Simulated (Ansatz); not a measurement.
Reaction (ligand exchange at the Al–Br bond): `[OH][Al]([F])[Br]` + H₂Te → `[OH][Al]([F])[TeH]` + HBr

Computed with Ansatz on PBE0-D4/def2-TZVP structures; ΔE is electronic, products minus reactants. CCSD(T)/CBS is the MP2 limit (def2-TZVPP, def2-QZVPP) plus CCSD(T) − MP2 in def2-TZVPP, frozen cores. Functionals use def2-TZVPP. Elements past krypton have def2 core potentials. For Br, Te outer-core shells are correlated without core-valence functions, which leaves a few kJ/mol of doubt a bond. Scalar relativity is left out up to krypton. One conformer a species, not always the lowest.

CCSD(T)/CBS gives +41.6 kJ/mol.

**Question.** Another level gave +37.5 kJ/mol. Which?
A. RPA@PBE/def2-TZVPP
B. PBE/def2-TZVPP
C. HF/def2-TZVPP
D. B97M-V/def2-TZVPP

**Answer.** B. PBE 37.5, B97M-V 50.3, RPA@PBE/def2-TZVPP 42.9, HF/def2-TZVPP 55.7 kJ/mol.

**Question.** What do rigid-rotor, harmonic-oscillator terms from PBE0-D4/def2-TZVP frequencies (298.15 K, 1 bar) make of the CCSD(T)/CBS value? (An estimate is asked.)

**Answer.** Ansatz gave: ΔZPE = +0.2 kJ/mol, ΔH = +43.2 kJ/mol, ΔS = -5 J/(mol·K), ΔG = +44.7 kJ/mol.

Largest T1 diagnostic among the species: 0.012.

From BLYP to BHLYP (50 % exact exchange), in def2-TZVPP and without D4, ΔE moves by +5.7 kJ/mol. At CCSD(T), def2-SVP lies +4.1 kJ/mol from the extrapolated value and def2-TZVPP +2.3 kJ/mol.
